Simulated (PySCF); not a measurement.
Geometries of 2 isomers of C2H6AlBrO, from PySCF 2.14.0, PBE0-D3(BJ)/def2-SVP geometry optimisation, gas phase. One conformer each, no zero-point energy, no frequencies.

Question: Which isomer lies lower at this level?
A.
```xyz
11
angstrom
C      2.263   -0.041   -0.053
O      0.902   -0.320   -0.045
Al    -0.568    0.397    0.376
C     -2.249   -0.524    0.133
Br    -0.505    2.495    1.225
H      2.476    1.034   -0.198
H      2.758   -0.598   -0.867
H      2.742   -0.347    0.894
H     -2.589   -0.962    1.086
H     -3.032    0.176   -0.198
H     -2.163   -1.338   -0.603
```
B.
```xyz
11
angstrom
C     -1.201    0.457   -1.013
C     -0.761   -0.396    0.158
O      0.313    0.190    0.841
Al     1.995    0.072    0.717
Br     2.794   -1.419   -0.774
H     -0.392    0.545   -1.756
H     -1.471    1.469   -0.675
H     -2.075    0.013   -1.515
H     -0.492   -1.408   -0.203
H     -1.595   -0.522    0.870
H      2.925    0.967    1.606
```

Answer: A. That is `C[O][Al]([CH3])[Br]`, 7.1 kcal/mol below the other.

```tsv
SMILES	atoms numbered as above	E (Eh)	relative (kcal/mol)	relative (kJ/mol)	dipole (D)
C[O][Al]([CH3])[Br]	[CH3:1][O:2][Al:3]([CH3:4])[Br:5]	-2970.66680	0.0	0.0	1.21
CC[O][AlH][Br]	[CH3:1][CH2:2][O:3][AlH:4][Br:5]	-2970.65553	7.1	29.6	0.95
```
